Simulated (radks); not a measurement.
Values are calculated unless marked as measured or tabulated.
Problem. Valence configurations of Cd (all share [Kr]). Level of theory: scalar-relativistic Kohn-Sham, PBE, spin-unpolarised, spherical densities, finite nucleus; Fermi nuclear charge, rms radius 4.6087 fm (a radial shooting solver on a logarithmic mesh with Libxc functionals). Order these by energy: 4d9 5p3; 4d9.5 5s2 5p0.5; 4d9.5 5p2.5; 4d8 5s2 5p2; 4d10 5s1 5p1; 4d10 5s2; 4d9 5s1 5p2; 4d10 5p2; 4d10 5s1.5 5p0.5; 4d9 5s2 5p1.

Solution. From the lowest, in eV above it: 4d10 5s2 0.000; 4d10 5s1.5 5p0.5 2.284; 4d10 5s1 5p1 4.666; 4d9.5 5s2 5p0.5 5.799; 4d10 5p2 9.670; 4d9 5s2 5p1 12.646; 4d9.5 5p2.5 16.403; 4d9 5s1 5p2 18.257; 4d9 5p3 24.114; 4d8 5s2 5p2 29.454. NIST lists [Kr] 4d10 5s2 as the ground configuration; this level of theory agrees among the configurations tried. The energies are those of spherical spin-averaged densities, not of single terms.
